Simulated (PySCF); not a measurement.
## Computed structure and properties of [Tm(SH)4]−

System: [Tm(SH)4]− (singlet in the valence; each metal's 4f electrons, 12 of them, lie in its core potential, out of spins and levels); start: displaced along the imaginary mode (S4). Method: PySCF 2.14.0, RKS PBE0, Tm lcecp-1-SVP with ECP58, S def2-SVP, H def2-SVP; non-relativistic Hamiltonian with scalar-relativistic core potentials where named; density fitting; no spin-orbit coupling.

Input of the relaxation:

```python
mol = gto.M(atom='''
Tm    -0.00000    -0.00000    -0.00008
S      1.51284     1.64696     1.36178
H      2.34383     0.61837     1.74386
S     -1.51284    -1.64696     1.36178
H     -2.34383    -0.61837     1.74386
S      1.64685    -1.51311    -1.36173
H      0.61957    -2.34636    -1.73895
S     -1.64685     1.51311    -1.36173
H     -0.61957     2.34636    -1.73895''',
    basis={'Tm': 'lcecp-1-SVP', 'S': 'def2-SVP', 'H': 'def2-SVP'},
    ecp={'Tm': 'lcecp-1-SVP'},
    charge=-1, spin=0)
mf = dft.RKS(mol, xc='PBE0')
mf.grids.atom_grid = (50, 194)  # f atoms: unpruned, at least (60, 302)
mf = mf.density_fit()  # fitting sets: Tm AutoAux, S def2-universal-JKFIT, H def2-universal-JKFIT
mf.conv_tol = 1e-08; mf.max_cycle = 55
mf.kernel(dm0)  # dm0: converged density of the start geometry
# quasi-Newton relaxation in Cartesian coordinates to a largest gradient under 0.00045 Eh/bohr, steps kept in the point group
```

Run from Python with OMP_NUM_THREADS=2; the lines above give its settings. Where DIIS fails, smearing, a level shift and second-order steps follow.
It took 2.2 min on 2 threads of Arm Neoverse V2, with other jobs on the host, from the converged density of the start.

Course of the relaxation:

| step | energy above end (eV) | largest force component within the symmetry (eV/Å) |
| --- | --- | --- |
| 0 | 0.0587 | 0.397 |
| 1 | 0.0358 | 0.060 |
| 2 | 0.0349 | 0.014 |
| 3 | 0.0341 | 0.035 |
| 4 | 0.0281 | 0.078 |
| 5 | 0.0206 | 0.045 |
| 6 | 0.0183 | 0.123 |
| 7 | 0.0165 | 0.141 |
| 12 | 0.0014 | 0.132 |
| 13 | 0.0015 | 0.093 |
| 14 | 0.0007 | 0.055 |
| 15 | 0.0002 | 0.011 |
| 16 | 0.0001 | 0.026 |
| 17 | 0.0000 | 0.017 |
(The steps between are left out.)

Relaxed geometry (S4):

```xyz
9

Tm    0.0000    0.0000    0.0022
S     1.4364    1.5626    1.5316
H     1.8230    0.4829    2.2541
S    -1.4364   -1.5626    1.5316
H    -1.8230   -0.4829    2.2541
S     1.5641   -1.4323   -1.5289
H     0.4828   -1.8127   -2.2530
S    -1.5641    1.4323   -1.5289
H    -0.4828    1.8127   -2.2530
```

```csv
contact,Å
Tm1–S2 (SH),2.616
Tm1–S4 (SH),2.616
Tm1–S6 (SH),2.616
Tm1–S8 (SH),2.616
```

On the finer grid (75, 302):

```yaml
HOMO: -3.04 eV
LUMO: 3.18 eV
Dipole_about_the_centre_of_mass: 0.00 D
Set_of_Mulliken_populations_of_Tm1_outside_the_core_potential: s 2.45, p 6.53, d 1.44, f 0.03
D3_BJ_dispersion_energy_not_in_the_energies: -0.284 eV
```

| atom | Mulliken (e) | Löwdin (e) | spin (e) |
| --- | --- | --- | --- |
| Tm1 | 0.55 | -0.60 | 0.00 |
| S2 | -0.46 | -0.10 | 0.00 |
| H3 | 0.08 | 0.00 | 0.00 |
| S4 | -0.46 | -0.10 | 0.00 |
| H5 | 0.08 | 0.00 | 0.00 |
| S6 | -0.46 | -0.10 | 0.00 |
| H7 | 0.08 | 0.00 | 0.00 |
| S8 | -0.46 | -0.10 | 0.00 |
| H9 | 0.08 | 0.00 | 0.00 |

The 4f levels lie in the core potential and are missing. Their spin isn't counted.

No frequency check is given for this geometry.

Taking off one SH (charge -1, singlet; the rest: singlet) in vacuum, both parts rigid, costs 4.68 eV; the small basis without counterpoise inflates it.

Rigid scan of SH along the line from its metal:

distance to S2 (Å), energy (eV) and a bar:
```
     2.32      0.514 #######
     2.42      0.200 ###
     2.52      0.044 #
     2.62      0.000 
     2.72      0.034 
     2.82      0.123 ##
     3.02      0.394 #####
     3.32      0.893 ############
     3.72      1.545 #####################
     4.22      2.218 ##############################
```

One start shape was tried, so this needn't be the lowest isomer.

An lcecp potential fixes the number of 4f electrons, so in runs with it no electron can move into or out of that shell.
